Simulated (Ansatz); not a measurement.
`CB(C)N[SiH3]` → `CBN[SiH3]` + `[CH2]` (triplet) at 700 K and 1 bar (formal loss of a carbene).

Isolated molecules relaxed with PBE0-D4/def2-TZVP in Ansatz; ΔE leaves out vibrations. CCSD(T)/CBS is the MP2 limit (def2-TZVPP, def2-QZVPP) plus CCSD(T) − MP2 in def2-TZVPP, frozen cores. This one scheme is used for every species. Triplets are unrestricted, without spin–orbit coupling. One conformer a species, not always the lowest.

```
          species  CCSD(T)/CBS energy (Eh)  H − E (kJ/mol)  S (J/(mol·K))
   `CB(C)N[SiH3]`               -450.78486           413.3          525.3
      `CBN[SiH3]`               -411.50704           320.4          452.3
`[CH2]` (triplet)                -39.09499            70.4          226.8
```

H − E and S are ideal-gas, rigid-rotor, harmonic terms from PBE0-D4/def2-TZVP, for one conformer and one mirror image of each species, with the whole ground term of open shells counted as degenerate. 1 Eh = 2625.50 kJ/mol, R = 8.31446 J/(mol·K).

Problem. By hand: ΔE, ΔH, ΔS and ΔG.

Solution. ΔE = (-411.50704) + (-39.09499) − (-450.78486) = 0.18283 Eh = 480.0 kJ/mol. Δ(H − E) = 320.4 + 70.4 − 413.3 = -22.5, so ΔH = 457.5 kJ/mol. ΔS = 452.3 + 226.8 − 525.3 = 153.8 J/(mol·K). ΔG = 457.5 − 700 × (153.8)/1000 = 349.8 kJ/mol.

Problem. By hand: the equilibrium constant, and the temperature at which ΔG would vanish if ΔH and ΔS stayed fixed.

Solution. log₁₀ K = −ΔG/(RT ln 10) = -26.1. ΔG = 0 at ΔH/ΔS = 2975 K, far beyond where these terms or the molecules hold.

The number of gas molecules changes by +1, which sets the sign of ΔS. A doubt of 5 kJ/mol in ΔE shifts log₁₀ K by 0.4 here. Other conformers and mirror images would add mixing entropy, several J/(mol·K) or more a flexible species. Modes under 60 cm⁻¹, often nearly free rotors, make the harmonic entropy too high. A triplet takes part, so the spin changes. These are equilibria of isolated gas molecules and say nothing of rates. Largest T1 diagnostic: 0.012 (customary marks: 0.02 for closed shells, 0.045 for open ones).
